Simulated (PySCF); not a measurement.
Compound: C₆H₆ClF.
Geometry (PBE0-D3(BJ)/def2-SVP, Å), atoms numbered from 1 in this order:
```
atom  x, y, z in Å
F1     1.6438    2.2551   -0.0390
C2     1.2044    1.0602    0.4839
C3     1.8574   -0.1117   -0.2011
Cl4    3.5386   -0.4013   -0.0137
C5     0.9895   -0.8575   -0.9003
C6    -0.3916   -0.3396   -0.7358
C7    -0.9247   -0.3948    0.6770
C8    -0.2653    0.8525    0.1820
H9     1.4287    1.0755    1.5649
H10    1.2494   -1.7557   -1.4620
H11   -1.0912   -0.3619   -1.5752
H12   -2.0088   -0.3576    0.8148
H13   -0.3922   -1.0302    1.3915
H14   -0.8616    1.7552    0.0336
```

All values: B3LYP/def2-SVPD (PySCF, non-relativistic), on one gas-phase PBE0-D3(BJ)/def2-SVP geometry that isn't relaxed in the solvent. The solvent is an IEF-PCM continuum (cavity from Bondi-type radii × 1.2), and excitations are vertical TDDFT with non-equilibrium linear response and a frozen core. The model holds no explicit solvent molecules, cavitation or dispersion.

| run | E − E(gas) (kJ/mol) | HOMO (eV) | HOMO–LUMO gap (eV) | dipole (D) | lowest singlet (eV) | static polarisability (au) |
| --- | --- | --- | --- | --- | --- | --- |
| gas | 0.00 | -6.95 | 6.08 | 3.10 | 5.65 | 80.4 |
| P | -8.15 | -6.89 | 6.10 | 3.57 | 5.58 | 92.1 |
| Q | -12.96 | -6.87 | 6.11 | 3.85 | 5.59 | 100.2 |

Q: The runs were made in benzene and chloroform. Which run belongs to which solvent?

A: P = benzene, Q = chloroform. The dielectric constants are 2.271 (benzene), 4.711 (chloroform), and the energy falls further as ε rises. The optical constants n² used for the excitations are 2.25, 2.09 in the same order. In this model the ground state sees the solvent through ε alone.

Q: How constant is the ratio of the lowering to (ε − 1)/(2ε + 1)?

A: 
```tsv
solvent	(ε − 1)/(2ε + 1)	E − E(gas) (kJ/mol)	ratio (kJ/mol)	polarisation term (kJ/mol)
benzene	0.229	-8.15	-35.5	-8.84
chloroform	0.356	-12.96	-36.4	-14.76
```

The ratio changes by +2.5 % in size from benzene to chloroform. The polarisation term is half the interaction of the solute with the induced surface charges.
